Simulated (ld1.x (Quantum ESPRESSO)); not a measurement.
**An all-electron radial function and its pseudo partner (aluminium)**

Columns: radius, all-electron u(r) and pseudo u(r) of the 3p shell (level -5.78 eV) of aluminium in the configuration [Ne] 3s2 3p0.5; LDA (PZ), scalar-relativistic, TM scheme, ld1.x (Quantum ESPRESSO) 7.5.

| r (bohr) | all-electron | pseudo |
| --- | --- | --- |
| 0.115 | 0.1000 | -0.0035 |
| 0.230 | 0.2054 | -0.0138 |
| 0.345 | 0.2414 | -0.0308 |
| 0.460 | 0.2202 | -0.0540 |
| 0.575 | 0.1638 | -0.0830 |
| 0.690 | 0.0891 | -0.1169 |
| 0.805 | 0.0070 | -0.1550 |
| 0.920 | -0.0758 | -0.1964 |
| 1.035 | -0.1551 | -0.2401 |
| 1.150 | -0.2287 | -0.2850 |
| 1.265 | -0.2954 | -0.3301 |
| 1.380 | -0.3547 | -0.3743 |
| 1.495 | -0.4064 | -0.4163 |
| 1.610 | -0.4509 | -0.4551 |
| 1.725 | -0.4884 | -0.4898 |
| 1.840 | -0.5192 | -0.5195 |
| 1.955 | -0.5438 | -0.5438 |
| 2.070 | -0.5627 | -0.5627 |
| 2.185 | -0.5765 | -0.5765 |
| 2.300 | -0.5855 | -0.5855 |
| 2.415 | -0.5904 | -0.5904 |
| 2.530 | -0.5915 | -0.5915 |
| 2.645 | -0.5893 | -0.5893 |
| 2.760 | -0.5842 | -0.5842 |
| 2.875 | -0.5767 | -0.5767 |
| 2.990 | -0.5671 | -0.5671 |

**Question.** How many radial nodes do the two functions have?

**Answer.** The all-electron 3p function has n − l − 1 = 1; the pseudo-wave has 0, since the states of the same l below it are removed with the core.

**Question.** At about which radius was the pseudo-wave matched?

**Answer.** 2.15 bohr. The columns agree to 0.0005 from 1.84 bohr on; several derivatives are matched, so the curves merge somewhat inside the radius.

**Question.** Where does each function peak?

**Answer.** Outermost all-electron maximum near 2.53 bohr, pseudo maximum near 2.53 bohr (to the table’s step).

**Question.** Is the pseudo-wave norm-conserving?

**Answer.** Yes: the TM scheme keeps the norm inside the radius equal to the all-electron one, which fixes the energy derivative of the logarithmic derivative at the level.
